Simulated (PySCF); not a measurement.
Ti(OH)4 (H₄O₄Ti), SMILES [OH][Ti]([OH])([OH])[OH], multiplicity 1. The structure is a stationary point at B3LYP-D3(BJ)/def2-SVP. The spin state was assumed, not searched. The isomer is the one that the SMILES or the coordinates give; other isomers of the formula were not compared. One conformer was computed; it need not be the lowest.

Method: PySCF with B3LYP-D3(BJ)/def2-SVP.

Harmonic wavenumbers (cm⁻¹): 158, 173, 173, 182, 229, 234, 260, 260, 308, 469, 469, 483, 492, 722, 780, 801, 801, 3874, 3874, 3874, 3882. Rotational constants (GHz): 3.293, 3.293, 3.203; symmetry number 2.

Problem. Work out the zero-point energy and the ideal-gas rigid-rotor harmonic-oscillator thermochemistry at 298.15 K and 1 atm.

Solution. ZPE = ½ Σ hcν = ½ × 22500 cm⁻¹ = 32.17 kcal/mol. H − E(el) = 38.37 kcal/mol. Entropy in cal/(mol K): translation 40.16, rotation 25.25, vibration 21.89, total 87.30. G − E(el) = 12.34 kcal/mol. Cp = 32.15 cal/(mol K).
